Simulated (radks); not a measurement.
Excited configurations of Gd III: one electron is placed in a higher orbital outside [Xe] 4f7. The ground configuration is [Xe] 4f7 5d1. Calculated with a radial shooting solver on a logarithmic mesh with Libxc functionals: scalar-relativistic Kohn-Sham, r2SCAN, spin-polarised, spherical densities, finite nucleus; open shells are filled with parallel spins first (spin-orbit coupling, left out, can overturn this in heavy ions); meta-GGA in the generalised Kohn-Sham scheme; Fermi nuclear charge, rms radius 5.1569 fm. Excitation = E - E(ground); binding = E(ion) - E, where the ion is the core of charge +3; n* = 3/sqrt(2 binding) in atomic units, and the quantum defect is n - n*.

outer orbital  excitation (eV)  binding (eV)     n*  eigenvalue (eV)
6s                       0.619        19.401  2.512          -16.828
6p                       5.232        14.789  2.878          -12.681
6d                      10.533         9.487  3.593           -7.943
6f                      14.921         5.100  4.900           -4.251
7s                      10.110         9.910  3.515           -8.611
7d                      14.214         5.806  4.592           -4.957
7f                      16.435         3.585  5.844           -3.047

The Delta-SCF ionisation energy is 20.020 eV (NIST Atomic Spectra Database: 20.54 eV, semi-empirical). Self-interaction in the functional shifts the binding energies and quantum defects, so they are the method's values and not measured ones. Open shells are spherical and high-spin; term and fine-structure splittings are not resolved. Spin-orbit splitting is averaged out at the scalar-relativistic level.
